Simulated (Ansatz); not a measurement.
Gas-phase electronic energies from Ansatz, PBE0-D4/def2-TZVP geometries. CCSD(T)/CBS is the MP2 limit (def2-TZVPP, def2-QZVPP) plus CCSD(T) − MP2 in def2-TZVPP, frozen cores. This one scheme is used for every species. DFT in def2-TZVPP. B3LYP here is the variant with VWN-RPA as its local correlation; programs differ in this. For Ge outer-core shells are correlated without core-valence functions, which leaves a few kJ/mol of doubt a bond. Scalar relativity is left out up to krypton. Each species was taken in one conformer, which may not be the lowest.

`[NH2][Al]([NH2])[F]` + `C[O][GeH]([F])[S]C` → `C[O][Al]([NH2])[NH2]` + `C[S][GeH]([F])[F]`  (redistribution)

`[NH2][Al]([NH2])[F]`:

```xyz
8

N    -0.457    1.255    0.838
Al   -0.230   -0.401    0.290
N     0.696   -0.840   -1.138
F    -0.927   -1.613    1.169
H    -0.987    1.507    1.655
H    -0.086    2.076    0.392
H     1.165   -0.197   -1.753
H     0.826   -1.787   -1.453
```

`C[O][GeH]([F])[S]C`:

```xyz
13

C     1.655   -1.861    0.469
O     0.483   -1.574    1.210
Ge   -0.686   -0.407    0.627
F    -1.296   -0.947   -0.916
S     0.297    1.518    0.244
C    -0.951    2.260   -0.852
H     2.207   -0.953    0.202
H     2.294   -2.485    1.096
H     1.419   -2.410   -0.449
H    -1.874   -0.426    1.589
H    -1.875    2.473   -0.315
H    -0.524    3.199   -1.202
H    -1.150    1.614   -1.705
```

`C[O][Al]([NH2])[NH2]`:

Z-matrix (Å, degrees):
```
C
O 1 1.391
H 1 1.096 2 110.6
H 1 1.096 2 110.3 3 119.0
H 1 1.099 2 113.0 3 -120.6
Al 2 1.688 1 135.9 3 116.1
N 6 1.762 2 117.1 1 179.0
N 6 1.767 2 121.0 1 -1.0
H 7 1.005 6 125.8 2 179.3
H 7 1.006 6 123.7 2 -0.5
H 8 1.006 6 124.7 2 -1.1
H 8 1.006 6 125.3 2 179.1
```

`C[S][GeH]([F])[F]`:

Z-matrix (Å, degrees):
```
C
S 1 1.821
H 1 1.089 2 111.0
H 1 1.090 2 111.7 3 -123.9
H 1 1.089 2 105.8 3 118.2
Ge 2 2.178 1 97.8 3 62.1
F 6 1.721 2 107.1 1 -172.8
F 6 1.729 2 109.4 1 -58.6
H 6 1.530 2 118.6 1 63.3
```

```
             level  ΔE (kJ/mol)  difference from CCSD(T)/CBS
            PBE-D4         36.0                         -6.9
         r2SCAN-D4         35.7                         -7.2
           PBE0-D4         36.1                         -6.8
          B3LYP-D4         36.0                         -6.9
           ωB97X-V         36.3                         -6.6
           ωB97M-V         36.5                         -6.4
            B2PLYP         37.0                         -5.9
               PBE         34.1                         -8.8
            r2SCAN         35.2                         -7.7
              PBE0         34.4                         -8.5
             B3LYP         32.9                        -10.0
     HF/def2-TZVPP         31.2                        -11.7
    MP2/def2-TZVPP         43.4                          0.5
SCS-MP2/def2-TZVPP         40.8                         -2.1
   CCSD/def2-TZVPP         39.9                         -3.0
CCSD(T)/def2-TZVPP         41.3                         -1.6
     HF/def2-QZVPP         30.2                        -12.7
    MP2/def2-QZVPP         44.0                          1.1
SCS-MP2/def2-QZVPP         41.1                         -1.8
      HF/CBS(def2)         30.1                        -12.8
     MP2/CBS(def2)         45.0                          2.1
    CCSD/CBS(def2)         41.5                         -1.4
       CCSD(T)/CBS         42.9                            0
```

Largest T1 diagnostic among the species: 0.012.

The D4 term adds +3.1 kJ/mol with B3LYP and +1.6 kJ/mol with PBE0; it sums over pairs of atoms, weighted by their polarisabilities, and B3LYP, whose exchange is more repulsive, gets the larger term. In def2-TZVPP, CCSD(T) changes the Hartree–Fock value by +10.1 kJ/mol (the triples alone add +1.4 kJ/mol) and MP2 by +12.2 kJ/mol.
